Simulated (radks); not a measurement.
Li2+, 1 electrons, occupied as 1s1.

Calculated with a radial shooting solver on a logarithmic mesh with Libxc functionals: scalar-relativistic Kohn-Sham, LDA (Slater exchange, Perdew-Wang correlation), spin-polarised, spherical densities, finite nucleus; open shells are filled with parallel spins first; Fermi nuclear charge, rms radius 2.444 fm; hard spherical wall at 15 bohr.

Energy parts (hartree):
total: -4.40264
kinetic: 4.38168
electron-nucleus: -8.88094
Hartree: 0.92156
exchange-correlation: -0.82494

Orbitals (lengths in bohr, moments of r in powers of bohr; r(max) is where P^2 peaks; r(90%) holds 90 % of the orbital's charge):
| orbital | occ. | eigenvalue (hartree) | r(max) | <1/r> | <r^2> | r(90%) |
|---|---|---|---|---|---|---|
| 1s up | 1 | -3.74873 | 0.3357 | 2.960 | 0.3482 | 0.908 |
| 2s up | 0 | -0.68187 | 1.910 | 0.6532 | 6.040 | 3.49 |
| 2p up | 0 | -0.63521 | 1.514 | 0.6496 | 4.696 | 3.19 |

The highest occupied level is 1s up at -102.01 eV. The density falls to 0.001 e/bohr^3 at r = 1.54 bohr. Spin moment in Bohr magnetons: 1. The spin density at the nucleus is 8.444 e/bohr^3 (1s 8.444).
